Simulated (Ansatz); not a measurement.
ZrSi4O4H12⁺ (relaxed from a model of Zr(OSiH3)4, whose bonding it doesn't keep). Charge 1, multiplicity 2. Geometry PBE0-D4/def2-SVP, that of the neutral singlet; atoms count from 1.

```xyz
21

Zr    0.000    0.000    0.000
O    -1.278    0.197   -1.452
Si   -2.361    0.361   -2.700
H    -3.525   -0.550   -2.485
H    -1.701    0.011   -3.993
H    -2.849    1.771   -2.767
O    -0.955   -0.207    1.680
Si   -1.772   -0.369    3.116
H    -3.000   -1.197    2.912
H    -2.172    0.976    3.628
H    -0.897   -1.035    4.127
O     1.130    1.579    0.087
Si    2.099    2.925    0.175
H     3.213    2.815   -0.816
H     2.677    3.046    1.546
H     1.297    4.149   -0.126
O     1.103   -1.569   -0.316
Si    2.034   -2.916   -0.591
H     3.126   -2.591   -1.557
H     1.190   -4.009   -1.160
H     2.640   -3.386    0.692
```

In the def2 sets Zr takes a core potential; there is no spin–orbit coupling.

**Question.** Estimate the Mulliken populations from the PBE0/def2-TZVP orbitals of Ansatz.

**Answer.** 
```tsv
atom	charge (e)	spin (α − β)	d electrons
Zr1	1.90	-0.07	1.71
O2	-0.60	0.14	–
Si3	0.28	0.01	–
H4	0.03	0.03	–
H5	0.02	0.01	–
H6	0.05	0.08	–
O7	-0.60	0.14	–
Si8	0.28	0.01	–
H9	0.03	0.03	–
H10	0.05	0.08	–
H11	0.02	0.01	–
O12	-0.60	0.14	–
Si13	0.28	0.01	–
H14	0.03	0.03	–
H15	0.05	0.08	–
H16	0.02	0.01	–
O17	-0.60	0.14	–
Si18	0.28	0.01	–
H19	0.03	0.03	–
H20	0.02	0.01	–
H21	0.05	0.08	–
```
Mulliken values depend strongly on the basis.

**Question.** Where does the spin sit?

**Answer.** Summed by element: Zr -0.07, O 0.57, Si 0.04, H 0.46, of 1 unpaired in all. Largest on single atoms: O17 0.14, O2 0.14, O12 0.14.

**Question.** And the Mayer bond orders between heavy atoms (over 0.3)?

**Answer.** Zr1–O2 0.81 (1.94 Å); Zr1–O7 0.81 (1.94 Å); Zr1–O12 0.81 (1.94 Å); Zr1–O17 0.81 (1.94 Å); O2–Si3 1.10 (1.66 Å); O7–Si8 1.10 (1.66 Å); O12–Si13 1.10 (1.66 Å); O17–Si18 1.10 (1.66 Å).
